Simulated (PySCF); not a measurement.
A side-by-side comparison of computed properties.

First species: C5H13N.
Z-matrix (Å and degrees, PBE0-D3(BJ)/def2-SVP geometry), rows numbered from 1:
```
C 
N   1  1.4413
C   2  1.4632  1  118.28
C   3  1.5364  2  112.99  1   -58.79
C   3  1.5291  2  109.32  1    63.67
C   3  1.5277  2  106.32  1  -178.68
H   1  1.1113  2  115.79  3    57.78
H   1  1.1008  2  109.07  3   178.80
H   1  1.1011  2  110.65  3   -64.39
H   2  1.0172  1  109.86  3  -125.63
H   4  1.1008  3  111.62  2    62.92
H   4  1.1012  3  111.29  2  -177.08
H   4  1.1024  3  110.61  2   -57.26
H   5  1.1003  3  110.16  2    53.20
H   5  1.1003  3  110.50  2   173.30
H   5  1.1006  3  111.86  2   -67.21
H   6  1.1003  3  111.21  2  -178.46
H   6  1.0999  3  110.21  2   -57.55
H   6  1.1030  3  110.80  2    61.89
```

Second species: TiEtCl3, C₂H₅Cl₃Ti (singlet state).
SMILES: `C[CH2][Ti]([Cl])([Cl])[Cl]`

Levels: CAM-B3LYP/def2-SVPD for HOMO energy, LUMO energy, HOMO–LUMO gap and static isotropic polarisability; TDDFT CAM-B3LYP/def2-SVPD for lowest singlet excitation; TDA CAM-B3LYP/def2-SVPD for lowest triplet excitation (Tamm–Dancoff); ΔSCF CAM-B3LYP/def2-SVPD for vertical ionisation energy. Geometries: PBE0-D3(BJ)/def2-SVP. All species are isolated and taken at one optimised geometry, non-relativistic unless stated; the electronic structure was computed with PySCF and density fitting.

The conformers computed, where there is a choice (atom-mapped SMILES and torsion angles):
- `[CH3:1][NH:2][C:3]([CH3:4])([CH3:5])[CH3:6]`: C1–N2–C3–C4 -59°

Question: Which of the two has the higher vertical ionisation energy, and by how much?

Answer: The second: 10.22 eV against 8.48 eV, a difference of 1.74 eV.

Question: Which of the two has the higher static isotropic polarisability, and by how much?

Answer: The second: 104.8 au against 72.0 au, a difference of 32.8 au.

Question: Which has the higher HOMO energy?

Answer: The first: -7.70 eV against -9.80 eV, a difference of 2.10 eV.

Question: Which of the two has the higher S1 energy, and by how much?

Answer: The first: 5.95 eV against 3.06 eV, a difference of 2.89 eV.

Question: Which has the higher LUMO energy?

Answer: The first: 1.26 eV against -2.04 eV, a difference of 3.30 eV.

Question: Which of the two has the higher T1 energy, and by how much?

Answer: The first: 5.76 eV against 2.67 eV, a difference of 3.09 eV.

Question: Which of the two has the higher HOMO–LUMO gap, and by how much?

Answer: The first: 8.96 eV against 7.76 eV, a difference of 1.20 eV.

On the first: The ΔSCF ionisation energy exceeds −ε(HOMO) by 0.78 eV with CAM-B3LYP. No computed singlet falls in the visible range (750 to 380 nm, 1.65 to 3.26 eV); S1 lies 2.69 eV above its blue end.

On the second: The ΔSCF ionisation energy exceeds −ε(HOMO) by 0.42 eV with CAM-B3LYP. The vertical singlet–triplet gap S1 − T1 is 0.39 eV (TDDFT singlet less Tamm–Dancoff triplet).
